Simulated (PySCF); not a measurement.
## Ti²⁺ (titanium, charge +2) across methods

[Ar] 3d1 4p1, one real determinant (an excited configuration). All numbers are calculated (PySCF 2.14, scalar relativity by spin-free X2C-1e, in x2c-QZVPPall (11s7p5d3f2g, 96 functions)). The B2PLYP total includes its PT2 part (frozen core); its orbital energies are those of the SCF part.

| method | E (hartree) | mean ε 3p β (eV) | mean ε 3d α (eV) | mean ε 4p α (eV) | Σ⟨r²⟩ (bohr²) | ⟨S²⟩ |
| --- | --- | --- | --- | --- | --- | --- |
| r2SCAN0 | -852.576 | -64.496 | -29.261 | -16.122 | 24.93 | 2.001 |
| LC-wPBE | -852.457 | -66.656 | -31.853 | -18.063 | 24.83 | 2.000 |
| PBE0 | -852.434 | -63.909 | -28.943 | -16.159 | 24.87 | 2.001 |
| r2SCAN | -852.584 | -62.047 | -27.185 | -15.562 | 24.86 | 2.001 |
| UHF | -851.74291 | -70.833 | -34.684 | -17.430 | 25.61 | 2.002 |
| B2PLYP | -852.398 | -66.475 | -31.111 | -16.581 | 25.06 | 2.001 |
| CAM-B3LYP | -852.664 | -65.310 | -30.484 | -17.094 | 24.78 | 2.001 |
| PBE | -852.395 | -61.150 | -26.784 | -15.582 | 24.74 | 2.000 |

Estimate the same row for LDA.

E (hartree) = -850.510; mean ε 3p β (eV) = -61.196; mean ε 3d α (eV) = -26.692; mean ε 4p α (eV) = -15.560; Σ⟨r²⟩ (bohr²) = 24.62; ⟨S²⟩ = 2.000.

⟨L²⟩ = 8.02 against 12 for a pure F term, so this real determinant mixes terms.
